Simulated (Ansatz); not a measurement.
Reaction (redistribution): `[NH2][W](=[O])(=[O])[Cl]` + `[NH2][In]([NH2])[Cl]` → `[O]=[W](=[O])([Cl])[Cl]` + `[NH2][In]([NH2])[NH2]`

Program: Ansatz. Geometries: PBE0-D4/def2-TZVP. ΔE: electronic, gas phase. CBS: MP2 limit from def2 TZ/QZ plus the TZ coupled-cluster correction, frozen cores. DFT in def2-TZVPP. def2 core potentials past Kr. For In, W outer-core shells are correlated without core-valence functions, which leaves a few kJ/mol of doubt a bond. Each species was taken in one conformer, which may not be the lowest.

`[NH2][W](=[O])(=[O])[Cl]`:

Cartesian coordinates in Å:
```
N -0.784 -0.603 -0.698
W 0.501 0.314 0.408
O 0.827 -0.670 1.758
O 1.914 0.543 -0.513
Cl -0.299 2.330 1.101
H -0.755 -0.594 -1.707
H -1.405 -1.319 -0.350
```

`[NH2][In]([NH2])[Cl]`:

Cartesian coordinates in Å:
```
N 0.572 -1.181 1.325
In -0.109 -0.263 -0.327
N -0.357 1.700 -0.678
Cl -0.695 -1.677 -2.090
H 0.934 -2.111 1.169
H 1.227 -0.663 1.893
H -0.557 2.281 0.123
H -1.015 1.914 -1.414
```

`[O]=[W](=[O])([Cl])[Cl]`:

Cartesian coordinates in Å:
```
O 0.651 0.426 -1.565
W -0.006 0.079 -0.045
O -0.797 1.481 0.476
Cl -1.513 -1.583 -0.255
Cl 1.664 -0.404 1.389
```

`[NH2][In]([NH2])[NH2]`:

Cartesian coordinates in Å:
```
N 0.351 -1.263 -1.549
In -0.007 -0.017 0.007
N 1.526 0.570 1.195
N -1.903 0.515 0.482
H 1.286 -1.241 -1.931
H -0.306 -1.230 -2.315
H 1.287 0.794 2.150
H 2.336 -0.034 1.205
H -2.004 1.354 1.035
H -2.566 0.553 -0.279
```

```csv
level,ΔE (kcal/mol)
PBE-D4,19.2
B2PLYP,18.9
PBE,19.2
revPBE,19.0
CAM-B3LYP,21.4
LC-ωPBE,21.1
RPA@PBE/def2-TZVPP,18.2
HF/CBS(def2),24.8
```

Q: What does CCSD(T)/CBS give? (Best estimate.)

A: The calculation gave: +18.8 kcal/mol. The listed levels differ from it by 0.4, 0.1, 0.4, 0.2, 2.6, 2.3, -0.6, 6.0 kcal/mol.

Largest T1 diagnostic among the species: 0.022, so the coupled-cluster value is less sure than usual.

From BLYP to BHLYP (50 % exact exchange), in def2-TZVPP and without D4, ΔE moves by +3.1 kcal/mol. In def2-TZVPP, CCSD(T) changes the Hartree–Fock value by −6.3 kcal/mol (the triples alone add −1.3 kcal/mol) and MP2 by −9.7 kcal/mol.
